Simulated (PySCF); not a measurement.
C₃H₅BO₂, SMILES OB1C=COC1. Atoms are numbered in the order given.

```xyz
11

O     -0.1421    -2.1992     0.0000
B     -0.0946    -0.8298     0.0000
C     -1.2688     0.1549     0.0000
C     -0.6881     1.3939     0.0000
O      0.6587     1.4789     0.0000
C      1.1952     0.1269     0.0000
H      0.7391    -2.6112     0.0000
H     -2.3579     0.0209     0.0000
H     -1.1712     2.3862     0.0000
H      1.8501     0.0306    -0.8936
H      1.8501     0.0306     0.8936
```

The structure is a stationary point at PBE-D3(BJ)/def2-SVP. This is a generated structure with no PubChem entry under its InChIKey; it may be hypothetical. One conformer was computed; it need not be the lowest.

Calculation: PBE-D3(BJ)/def2-SVP in PySCF.

Harmonic, unscaled wavenumbers; measured fundamentals usually lie a few per cent lower.

```json
[
 {"mode": "1", "ν (cm⁻¹)": "169", "IR (km/mol)": "0.0", "moving atoms (share of kinetic energy)": "C 35 %, O 32 %, H 29 %"},
 {"mode": "2", "ν (cm⁻¹)": "324", "IR (km/mol)": "6.2", "moving atoms (share of kinetic energy)": "H 49 %, B 24 %, C 14 %, O 13 %"},
 {"mode": "3", "ν (cm⁻¹)": "339", "IR (km/mol)": "9.6", "moving atoms (share of kinetic energy)": "O 37 %, C 29 %, H 22 %, B 12 %"},
 {"mode": "4", "ν (cm⁻¹)": "476", "IR (km/mol)": "76.7", "moving atoms (share of kinetic energy)": "H 50 %, C 22 %, O 20 %"},
 {"mode": "5", "ν (cm⁻¹)": "540", "IR (km/mol)": "1.9", "moving atoms (share of kinetic energy)": "O 61 %, C 21 %, B 13 %"},
 {"mode": "6", "ν (cm⁻¹)": "554", "IR (km/mol)": "37.7", "moving atoms (share of kinetic energy)": "H 67 %, C 18 %, B 9 %"},
 {"mode": "7", "ν (cm⁻¹)": "766", "IR (km/mol)": "11.8", "moving atoms (share of kinetic energy)": "H 81 %, C 16 %"},
 {"mode": "8", "ν (cm⁻¹)": "776", "IR (km/mol)": "3.0", "moving atoms (share of kinetic energy)": "C 61 %, H 22 %, B 9 %"},
 {"mode": "9", "ν (cm⁻¹)": "784", "IR (km/mol)": "6.0", "moving atoms (share of kinetic energy)": "C 53 %, O 31 %, H 13 %"},
 {"mode": "10", "ν (cm⁻¹)": "804", "IR (km/mol)": "30.1", "moving atoms (share of kinetic energy)": "B 35 %, H 34 %, C 27 %"},
 {"mode": "11", "ν (cm⁻¹)": "915", "IR (km/mol)": "1.0", "moving atoms (share of kinetic energy)": "C 47 %, H 27 %, O 22 %"},
 {"mode": "12", "ν (cm⁻¹)": "943", "IR (km/mol)": "0.6", "moving atoms (share of kinetic energy)": "H 69 %, C 30 %"},
 {"mode": "13", "ν (cm⁻¹)": "949", "IR (km/mol)": "159.5", "moving atoms (share of kinetic energy)": "H 57 %, C 22 %, O 15 %"},
 {"mode": "14", "ν (cm⁻¹)": "1001", "IR (km/mol)": "24.6", "moving atoms (share of kinetic energy)": "H 58 %, C 22 %, O 20 %"},
 {"mode": "15", "ν (cm⁻¹)": "1110", "IR (km/mol)": "19.3", "moving atoms (share of kinetic energy)": "H 61 %, C 17 %, B 13 %, O 9 %"},
 {"mode": "16", "ν (cm⁻¹)": "1157", "IR (km/mol)": "3.6", "moving atoms (share of kinetic energy)": "H 90 %"},
 {"mode": "17", "ν (cm⁻¹)": "1216", "IR (km/mol)": "112.8", "moving atoms (share of kinetic energy)": "H 49 %, B 19 %, O 16 %, C 16 %"},
 {"mode": "18", "ν (cm⁻¹)": "1240", "IR (km/mol)": "2.3", "moving atoms (share of kinetic energy)": "H 44 %, C 27 %, O 17 %, B 12 %"},
 {"mode": "19", "ν (cm⁻¹)": "1304", "IR (km/mol)": "24.1", "moving atoms (share of kinetic energy)": "H 39 %, C 35 %, B 18 %"},
 {"mode": "20", "ν (cm⁻¹)": "1371", "IR (km/mol)": "18.9", "moving atoms (share of kinetic energy)": "H 85 %, C 10 %"},
 {"mode": "21", "ν (cm⁻¹)": "1452", "IR (km/mol)": "340.0", "moving atoms (share of kinetic energy)": "B 61 %, C 17 %, O 14 %, H 8 %"},
 {"mode": "22", "ν (cm⁻¹)": "1560", "IR (km/mol)": "145.6", "moving atoms (share of kinetic energy)": "C 84 %, H 13 %"},
 {"mode": "23", "ν (cm⁻¹)": "2977", "IR (km/mol)": "9.4", "moving atoms (share of kinetic energy)": "H 95 %"},
 {"mode": "24", "ν (cm⁻¹)": "3028", "IR (km/mol)": "7.8", "moving atoms (share of kinetic energy)": "H 90 %, C 10 %"},
 {"mode": "25", "ν (cm⁻¹)": "3112", "IR (km/mol)": "13.4", "moving atoms (share of kinetic energy)": "H 91 %, C 9 %"},
 {"mode": "26", "ν (cm⁻¹)": "3173", "IR (km/mol)": "0.7", "moving atoms (share of kinetic energy)": "H 91 %, C 9 %"},
 {"mode": "27", "ν (cm⁻¹)": "3748", "IR (km/mol)": "60.2", "moving atoms (share of kinetic energy)": "H 94 %"}
]
```
